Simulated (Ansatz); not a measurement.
Pd2S2, relaxed as a singlet with RKS PBE0-D4/def2-SVP in Ansatz, starting from the GFN2-xTB geometry. Force threshold 0.02 eV/Å.

In the def2 sets Pd takes a core potential; there is no spin–orbit coupling. The restricted singlet is unstable towards broken spin symmetry at other levels; at PBE0-D4/def2-SVP this wasn't settled. At PBE0-D4/def2-SVP a triplet of charge 0 lies 0.32 eV below the restricted singlet, each at its own geometry. The structure comes from a short search, and lower isomers may exist.

Start:

Cartesian coordinates in Å:
```
Pd -0.014 1.199 0.523
Pd 0.010 -1.198 -0.524
S -0.805 -0.676 1.525
S 0.808 0.675 -1.524
```

```tsv
step	energy (eV)	largest force component (eV/Å)	SCF passes
1	-28616.2365	1.217	116
2	-28616.4476	0.420	86
3	-28616.4526	0.340	59
4	-28616.4580	0.026	64
5	-28616.4581	0.002	62
```

Force components are those of the run's own axes.

End:

Cartesian coordinates in Å:
```
Pd -0.013 1.270 0.555
Pd 0.013 -1.270 -0.555
S -0.750 -0.628 1.418
S 0.750 0.628 -1.418
```

By distances, no bond broke or formed. The bond that changes most is Pd1–S3, from 2.27 to 2.21 Å (atoms count from 1).

No frequencies were taken in this run, so the end may be a saddle point.

It took 18 s on 4 threads of Arm Neoverse V1 on a shared host.
